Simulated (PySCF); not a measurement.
## Electron correlation in Ne⁺ (neon, charge +1)

[He] 2s1 2p6, 2S determinant (an excited configuration). All numbers are calculated (PySCF 2.14, the non-relativistic Hamiltonian (point nucleus), in aug-cc-pVTZ (5s4p3d2f, 46 functions)). Frozen: 1s2; 7 electrons correlated.

```json
{"level": "CCSD", "correlation energy (mhartree)": "-305.31"}
{"level": "(T)", "correlation energy (mhartree)": "-9.31"}
{"level": "CCSD(T)", "correlation energy (mhartree)": "-314.62"}
```

Diagnostics: T1 = 0.0070, D1 = 0.0209, largest double amplitude 0.059.

Cost of the coupled-cluster step: roughly 2.5 core-seconds, for 7 correlated electrons.
